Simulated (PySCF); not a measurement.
Diatomic cations of P with the fourth-period p block

CCSD(T) with triple-zeta basis sets in PySCF, for the lowest determinant that a PBE0 search found; no spin–orbit coupling. De refers to high-spin ground-configuration atoms (the charge goes to the atom of lower measured ionisation energy or higher electron affinity, which is not always the lowest computed limit).

| M | basis | reference, frozen orbitals | charged atom | state (unpaired electrons) | Re (Å) | ωe (cm⁻¹) | De (eV) |
| --- | --- | --- | --- | --- | --- | --- | --- |
| Ga | def2-TZVPPD | UHF, 14 | Ga+ | quartet (σ ↑, π ↑↑) | 2.707 | 135 | 0.42 |
| Ge | def2-TZVPPD | UHF, 14 | Ge+ | triplet (π ↑↑) | 2.307 | 392 | 2.46 |
| Br | def2-TZVPPD | UHF, 14 | P+ | doublet (π ↑) | 2.067 | 540 | 4.12 |

The shortest bond is that of PBr⁺ (2.067 Å), the longest that of GaP⁺ (2.707 Å). PBr⁺ is bound most strongly (4.12 eV) and GaP⁺ least (0.42 eV).

The state changes along the series, so neighbouring rows are not always alike in their bonding.

Correlated steps freeze 14 core orbitals. Weak bonds: GaP⁺. Basis-set superposition, not corrected here, can be much of De in a small basis, most of all at correlated wavefunction levels. Spin–orbit coupling is left out. For an ion De counts to the pair picked by the measured ionisation energies or electron affinities, which need not be the lowest pair at this level. States were picked by a PBE0 search and need not be the measured ground states.
